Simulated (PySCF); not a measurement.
## C₆ coefficients of unlike pairs at UHF

Calculated with PySCF 2.14 from the dipole response of each species, C₆(A,B) = (3/π) ∫ α_A(iu) α_B(iu) du, in atomic units, from isotropic polarisabilities. For ions this is the dispersion term alone; charge-induced terms of lower order in 1/R come first.

| species | configuration | basis | relativity | α (bohr³) | C₆ (like pair) |
| --- | --- | --- | --- | --- | --- |
| S²⁺ | [Ne] 3s2 3p2 (3P) | dyall-av3z (19s12p3d2f) | spin-free X2C | 7.415 | 27.00 |
| Co²⁺ | [Ar] 3d7 (4F) | x2c-TZVPPall with one added diffuse shell each of s, p, d, f type (7s6p5d3f1g) | spin-free X2C | 2.933 | 8.139 |
| Ga⁺ | [Ar] 3d10 4s2 (1S) | aug-cc-pVQZ-DK (8s7p5d3f2g) | spin-free X2C | 21.18 | 111.3 |
| Ge⁺ | [Ar] 3d10 4s2 4p1 (2P) | aug-cc-pwCVDZ-PP with ECP10MDF (6s5p4d1f) | core potential | 19.95 | 117.7 |

Problem. Estimate C₆ for Ge⁺ with Co²⁺.

Solution. The integral gives 26.50. The combination rule 2 C_A C_B / (C_A α_B/α_A + C_B α_A/α_B) gives 26.36 and the geometric mean 30.95.

No spin-orbit coupling is included.

The other pairs:

```tsv
pair	C₆
Ge⁺, S²⁺	54.87
Ge⁺, Ga⁺	114.1
Co²⁺, S²⁺	13.76
Ga⁺, S²⁺	52.36
Ga⁺, Co²⁺	24.84
```
